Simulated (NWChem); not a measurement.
System: GeClF, singlet; SMILES [F][Ge][Cl]

Input file for NWChem:

```
start job
memory heap 200 mb stack 900 mb global 1100 mb
geometry units angstroms noautoz
  Ge     0.427253     0.501823     0.000000
  F     -1.154266     1.301043     0.000000
  Cl    -0.231698    -1.611332     0.000000
end
basis spherical
  * library 6-31g*
end
dft
  xc hfexch
  iterations 150
  vectors input atomic output neutral.movecs
end
task dft energy
charge 1
dft
  odft
  mult 2
  vectors input atomic output cation.movecs
end
task dft energy
```

Low-valent species are run as closed-shell singlets; no triplet was tried in these runs. All runs use the structure optimised with PBE-D3(BJ)/def2-SVP.

Ions are spin-unrestricted doublets at the neutral geometry; other ion states weren't tried.

**Question.** What results follow from this input? (Hartree-Fock/6-31G* (spherical d), vertical spin-unrestricted ions.) Quantities: vertical ionisation energy, ΔSCF (eV); −ε(HOMO) (eV).

**Answer.** 
```json
{
  "vertical ionisation energy, ΔSCF (eV)": "10.21",
  "−ε(HOMO) (eV)": "11.06"
}
```
